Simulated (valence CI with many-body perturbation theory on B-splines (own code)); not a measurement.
Results of a calculation; reference values are marked as such.
# Zr⁹⁺: magnetic and hyperfine properties of the levels

Method: valence CI with perturbative core correlation (CI+MBPT): three valence electrons over a frozen Dirac-Fock core [Ar] 3d10, a basis of 11 s, 11 p, 9 d, 7 f, 5 g, 2 h, 1 i functions for each j, with the one-electron correlation potential Σ1, the two-electron term Σ2, the three-electron term Σ3, Breit, model QED; selected CI, second order for the rest, scaled by the run's own slope (own B-spline code, finite nucleus).

No measured levels were compared; by estimate levels hold to about 250 cm⁻¹ or 0.2 % of their energy and the worst to 1 %, as in measured heavy ions of charge 2 to 7; those with d or f electrons hold less well.

A/g_I is the dipole constant over the nuclear g factor μ/I (μ in nuclear magnetons, uniformly magnetised nucleus), B/Q the quadrupole constant per barn. Both hold the static response of the core; the bare values leave it out. Large factors of s and p1/2 electrons are usually good to 5 to 10 %; those of open d and f shells near neutrality can be off by tens of per cent, and small factors of p3/2, d and f electrons come from cancelling terms and can be off by a factor of two or in sign, in half-filled shells by more. B is blank for J = 1/2, where it vanishes, and for nearly pure S terms. Energies count from the lowest level.

Names give the largest LS component (configuration and term), which can be under half, so a name can repeat, a term be missing and a line seem to break the LS rules; names also repeat where a configuration has a term twice. Letters in brackets count levels of one name in rising energy.

```csv
Level,E (cm⁻¹),g,A/g_I (MHz),A/g_I bare,B/Q (MHz/b),B/Q bare
4s2 4p 2P°_1/2,0,0.665,17100,15900,,
4s2 4p 2P°_3/2,19886,1.334,3140,2840,5720,5210
4s 4p2 4P_1/2,166810,2.645,38200,35500,,
4s 4p2 4P_3/2,175910,1.728,16000,14900,4740,4310
4s 4p2 4P_5/2,185360,1.576,16500,15300,-5290,-4810
4s 4p2 2D_3/2,220090,0.815,-4210,-3920,7590,6920
4s 4p2 2D_5/2,223960,1.224,16000,14900,10300,9420
4s 4p2 2S_1/2,253680,1.445,31200,29100,,
4s 4p2 2P_1/2,274110,1.247,37800,35200,,
4s 4p2 2P_3/2,279840,1.323,-4430,-4170,-5660,-5190
4s2 4d 2D_3/2,356480,0.800,602,582,1210,1050
4s2 4d 2D_5/2,359300,1.200,1410,1320,1670,1440
4p3 4S°_3/2 [a],419330,1.442,1930,1800,3220,2930
4p3 4S°_3/2 [b],427750,1.363,-219,-188,114,101
4p3 2D°_5/2,429390,1.200,6050,5620,-1050,-966
4p3 2P°_1/2,462230,0.665,15800,14600,,
4p3 2P°_3/2,470040,1.327,2570,2390,-3630,-3320
4s 4p 4d 4F°_3/2,491540,0.413,-7150,-6630,2740,2440
4s 4p 4d 4F°_5/2,495730,1.035,5340,4980,2040,1800
4s 4p 4d 4F°_7/2,502160,1.242,8330,7760,3010,2660
4s 4p 4d 4F°_9/2,511740,1.334,8510,7920,7030,6290
4s 4p 4d 4P°_5/2,520990,1.498,10400,9690,2030,1780
4s 4p 4d 4D°_3/2 [a],523950,1.413,6720,6280,1380,1240
4s 4p 4d 4D°_1/2,525840,0.411,-17300,-16100,,
4s 4p 4d 4P°_1/2,535800,2.263,31600,29400,,
4s 4p 4d 4D°_3/2 [b],536540,1.381,9470,8800,-1550,-1380
4s 4p 4d 4D°_5/2,536640,1.345,10500,9800,-2230,-2020
4s 4p 4d 4D°_7/2,537020,1.420,10400,9670,-3780,-3460
4s 4p 4d 2D°_3/2 [a],539440,0.934,-5510,-5100,-2950,-2710
4s 4p 4d 2D°_5/2 [a],540910,1.279,11700,10900,-3850,-3540
4s 4p 4d 2F°_5/2 [a],553990,0.902,5500,5140,5280,4740
4s 4p 4d 2F°_7/2 [a],568850,1.143,70.1,60.3,6830,6150
4s2 5s 2S_1/2,577910,2.002,23400,22100,,
4s 4p 4d 2F°_7/2 [b],584830,1.147,7430,6940,5500,4920
4s 4p 4d 2P°_3/2 [a],586120,1.271,5970,5540,915,807
4s 4p 4d 2F°_5/2 [b],586670,0.861,-3940,-3660,4680,4180
4s 4p 4d 2P°_1/2 [a],595970,0.663,-17500,-16200,,
4s 4p 4d 2P°_1/2 [b],610370,0.661,1880,1770,,
4s 4p 4d 2D°_3/2 [b],613140,1.036,9450,8820,-379,-391
4s 4p 4d 2P°_3/2 [b],614550,1.152,825,798,-2610,-2400
```

Task: Take the isotope of mass number 91, with I = 5/2, μ = -1.3022 μN and Q = -0.176 b. What is the hyperfine structure of 4s 4p2 2D_3/2?

Result: From the table A = 2190 MHz, B = -1340 MHz. Shifts from the centre of gravity in MHz: F = 1: -12400, F = 2: -6980, F = 3: 190, F = 4: 7880.
